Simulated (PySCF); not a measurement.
Question: Write a Z-matrix for `F[SiH2][SiH2][GeH3]` as optimised with PBE0-D3(BJ)/def2-SVP.

Answer: 
Z-matrix in Å and degrees, rows numbered from 1:
```
F 
Si  1  1.6319
Si  2  2.3407  1  110.32
Ge  3  2.3859  2  108.65  1   174.84
H   2  1.4928  1  108.16  3  -121.40
H   2  1.4929  1  108.00  3   120.66
H   3  1.4960  2  109.56  1    55.21
H   3  1.4960  2  110.20  1   -64.72
H   4  1.5404  3  110.03  2    55.54
H   4  1.5399  3  109.90  2   -63.77
H   4  1.5389  3  110.86  2   175.84
```

Si3 (SiH2 silicon) is tetrahedral (angles from 108.7° to 110.2°). Si2 (fluorine-bound silicon) is tetrahedral (angles from 108.0° to 110.9°). Ge4 (germanium bonded to Si and 3 H) is tetrahedral (angles from 108.4° to 110.9°).

Theory: PBE0-D3(BJ)/def2-SVP geometry optimisation, gas phase in PySCF 2.14.0.

Point group: near Cs, missed by 0.26 Å at most; the miss may be what the optimiser left on a soft mode. Stationary, but not proved a minimum. One conformer, not necessarily the lowest (F1–Si2–Si3–Ge4 175°).

Time: 2.0 min wall; peak memory 0.48 GiB. Hardware: one thread, Arm Neoverse V1 (aarch64), shared host. That covers the optimisation of the geometry.
